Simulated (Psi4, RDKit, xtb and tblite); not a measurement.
Relaxed torsion scan: SMILES c1csc(Sc2nccs2)c1, singlet. Scanned: dihedral S3–C4–S5–C6 and dihedral C4–S5–C6–S10; all other coordinates were relaxed at GFN2-xTB. Points at φ and −φ are mirror images. Heavy atoms are numbered in the order of the SMILES c1csc(Sc2nccs2)c1, hydrogens after them in the order of the atoms that carry them; the mirror image has the same energies with the sign of each dihedral reversed.

- GFN2-xTB (xtb and tblite)
- MMFF94 // GFN2-xTB (RDKit)
- PBE/def2-SVP // GFN2-xTB (Psi4)
- PBE-D3(BJ)/def2-SVP // GFN2-xTB (Psi4)
- UFF // GFN2-xTB (RDKit)

Energies in kJ/mol at chosen points (x: dihedral S3–C4–S5–C6 (°); y: dihedral C4–S5–C6–S10 (°)), relative to x = -90, y = -90:

| method | (-90, 120) | (-90, 60) | (30, -90) | (-60, 150) | (150, 180) | (30, 150) | (-90, -90) |
|---|---|---|---|---|---|---|---|
| GFN2-xTB | -5.3 | -3.8 | -3.8 | -15.5 | -15.9 | -16.6 | 0.0 |
| MMFF94 | -5.3 | 1.9 | 9.4 | -2.3 | 2.6 | 34.5 | 0.0 |
| PBE/def2-SVP | -3.0 | -3.1 | 4.4 | -3.7 | -0.6 | -0.7 | 0.0 |
| PBE-D3(BJ)/def2-SVP | -2.6 | -3.6 | 3.4 | -3.5 | 0.5 | -0.7 | 0.0 |
| UFF | 13.3 | 15.9 | 38.8 | 48.7 | 105.9 | 105.0 | 0.0 |
